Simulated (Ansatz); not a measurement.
`[BH]1[NH][SnH2]1` + `C[SiH]([SiH3])I` → `[CH3][SnH]1[BH][NH]1` + `[SiH3][SiH2]I`  (redistribution)

Isolated molecules relaxed with PBE0-D4/def2-TZVP in Ansatz; ΔE leaves out vibrations. CCSD(T)/CBS adds triple-zeta CCSD(T) − MP2 to the extrapolated MP2 energy (def2 sets, frozen cores). DFT in def2-TZVPP. Elements past krypton have def2 core potentials. For I, Sn outer-core shells are correlated without core-valence functions, which leaves a few kJ/mol of doubt a bond.

```json
{"level": "ωB97M-V", "ΔE (eV)": "0.25"}
{"level": "r2SCAN", "ΔE (eV)": "0.24"}
{"level": "PBE0", "ΔE (eV)": "0.23"}
{"level": "HF/CBS(def2)", "ΔE (eV)": "0.21"}
```

(1) What does CCSD(T)/CBS give? (An estimate is asked.)

Largest T1 diagnostic among the species: 0.016.

## Answers

(1) Ansatz gave: +0.17 eV. The listed levels differ from it by 0.08, 0.07, 0.06, 0.04 eV.

The D4 term adds +0.04 eV with B3LYP and +0.02 eV with PBE0; it sums over pairs of atoms, weighted by their polarisabilities, and B3LYP, whose exchange is more repulsive, gets the larger term.

B3LYP here is the variant with VWN-RPA as its local correlation; programs differ in this.
